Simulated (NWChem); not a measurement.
System: BH$_{3}$S$_{2}$; SMILES SBS

NWChem printed, in part:

```
             Northwest Computational Chemistry Package (NWChem) 7.3.0
             --------------------------------------------------------

                             Geometry "geometry" -> ""
                             -------------------------

 Output coordinates in angstroms (scale by  1.889725989 to convert to a.u.)

  No.       Tag          Charge          X              Y              Z
 ---- ---------------- ---------- -------------- -------------- --------------
    1 B                    5.0000     0.00000000     0.00000000    -0.68470000
    2 H                    1.0000     0.00000000     0.00000000    -1.87326200
    3 S                   16.0000    -1.55535300     0.00000000     0.23493800
    4 H                    1.0000    -2.37564300     0.00000000    -0.83615900
    5 S                   16.0000     1.55535300     0.00000000     0.23493800
    6 H                    1.0000     2.37564300     0.00000000    -0.83615900

 Effective nuclear repulsion energy (a.u.)     118.5482102476

                              NWChem Property Module
                              ----------------------

                                 NWChem DFT Module
                                 -----------------

 Summary of "ao basis" -> "ao basis" (spherical)
 ------------------------------------------------------------------------------
       Tag                 Description            Shells   Functions and Types
 ---------------- ------------------------------  ------  ---------------------
 B                        aug-cc-pvdz                9       23   4s3p2d
 H                        aug-cc-pvdz                5        9   3s2p
 S                        aug-cc-pvdz               11       27   5s4p2d

            General Information
            -------------------
          SCF calculation type: DFT
          Wavefunction type:  closed shell.
          No. of atoms     :     6
          No. of electrons :    40
           Alpha electrons :    20
            Beta electrons :    20
          Charge           :     0
          Spin multiplicity:     1
          Use of symmetry is: off; symmetry adaption is: off
          Maximum number of iterations: 150
          AO basis - number of functions:   104
                     number of shells:    46
          Convergence on energy requested:  1.00D-06
          Convergence on density requested:  1.00D-05
          Convergence on gradient requested:  5.00D-04

              XC Information
              --------------
                         PBE0 Method XC Functional
                     Hartree-Fock (Exact) Exchange  0.250
          PerdewBurkeErnzerhof Exchange Functional  0.750
            Perdew 1991 LDA Correlation Functional  1.000 local
           PerdewBurkeErnz. Correlation Functional  1.000 non-local

             Grid Information
             ----------------
          Grid used for XC integration:  medium
          Radial quadrature: Mura-Knowles
          Angular quadrature: Lebedev.
          Tag              B.-S. Rad. Rad. Pts. Rad. Cut. Ang. Pts.
          ---              ---------- --------- --------- ---------
          B                   0.85       49          13.0       434
          H                   0.35       45          16.0       434
          S                   1.00       88          15.0       590
          Grid pruning is: on
          Number of quadrature shells:   360
          Spatial weights used:  Erf1

      Superposition of Atomic Density Guess
      -------------------------------------

 Sum of atomic energies:        -820.98880416

      Non-variational initial energy
      ------------------------------

 Total energy =    -822.009278
 1-e energy   =   -1368.269860
 2-e energy   =     427.712372
 HOMO         =      -0.318826
 LUMO         =       0.009851

   convergence    iter        energy       DeltaE   RMS-Dens  Diis-err
 ---------------- ----- ----------------- --------- --------- ---------
 d= 0,ls=0.0,diis     1   -822.7426809132 -9.41D+02  8.79D-03  2.86D-01
 d= 0,ls=0.0,diis     2   -822.7542393263 -1.16D-02  4.09D-03  1.82D-01
 d= 0,ls=0.0,diis     3   -822.7802836162 -2.60D-02  1.22D-03  2.52D-02
 d= 0,ls=0.0,diis     4   -822.7844955842 -4.21D-03  2.89D-04  1.08D-03
 d= 0,ls=0.0,diis     5   -822.7846727337 -1.77D-04  7.27D-05  5.08D-05
  Resetting Diis
 d= 0,ls=0.0,diis     6   -822.7846809555 -8.22D-06  2.18D-05  3.79D-06
 d= 0,ls=0.0,diis     7   -822.7846815911 -6.36D-07  2.92D-06  3.53D-08

         Total DFT energy =     -822.784681591096
      One electron energy =    -1370.605722253460
           Coulomb energy =      485.496850438825
    Exchange-Corr. energy =      -56.224020024024
 Nuclear repulsion energy =      118.548210247563

 Numeric. integr. density =       39.999990455154

                       DFT Final Molecular Orbital Analysis
                       ------------------------------------

[...]

 DFT Linear Response polarizability / au
 Frequency  =       0.0000000 / au
              X              Y              Z
 -----------------------------------------------
 X      79.3847216     -0.0000000     -0.0000000
 Y      -0.0000000     44.7558500     -0.0000000
 Z      -0.0000000     -0.0000000     52.1219346
 -----------------------------------------------
 Eigenvalues =      79.3847216     44.7558500     52.1219346
 Isotropic   =      58.7541687
 Anisotropic =      31.5964991
 -----------------------------------------------

 Magnetic Dipole Response Matrix (nonzero elements):

 Exiting AOResponse driver routine
```

Level: PBE0/aug-cc-pVDZ. All runs use the structure optimised with B3LYP/6-31G* (spherical d).

Which NWChem input produces such a log?

Several could match; the one computed here: the input that was run:
```
start job
memory heap 200 mb stack 900 mb global 1100 mb
geometry units angstroms noautosym nocenter noautoz
  B      0.000000     0.000000    -0.684700
  H      0.000000     0.000000    -1.873262
  S     -1.555353     0.000000     0.234938
  H     -2.375643     0.000000    -0.836159
  S      1.555353     0.000000     0.234938
  H      2.375643     0.000000    -0.836159
end
basis spherical
  B library aug-cc-pvdz
  H library aug-cc-pvdz
  S library aug-cc-pvdz
end
dft
  xc pbe0
  iterations 150
end
property
  response 1 0.0
end
task dft property
```
